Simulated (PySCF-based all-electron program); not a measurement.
The numbers below are computed, except where a source is named.
CsI, singlet: squeezing and stretching

Method: all-electron DFT (in-house code on PySCF), basis-limit composite values; Koelling–Harmon scalar relativity, no spin–orbit coupling, spin-restricted. Forces are good to about 0.002 eV/Å. A positive force pushes the atoms apart.

```json
{"r (Å)": "2.652", "PBE (eV/Å)": "6.447"}
{"r (Å)": "2.8177", "PBE (eV/Å)": "3.606"}
{"r (Å)": "2.9835", "PBE (eV/Å)": "?"}
{"r (Å)": "3.315", "PBE (eV/Å)": "-0.010"}
```

What does PBE give at the lengths left open?

2.9835 Å: 1.806 eV/Å.

Between which listed lengths does the PBE force vanish, and at which of the two is it smaller?

Between 2.983 and 3.315 Å. The force is smaller at 3.315 Å.
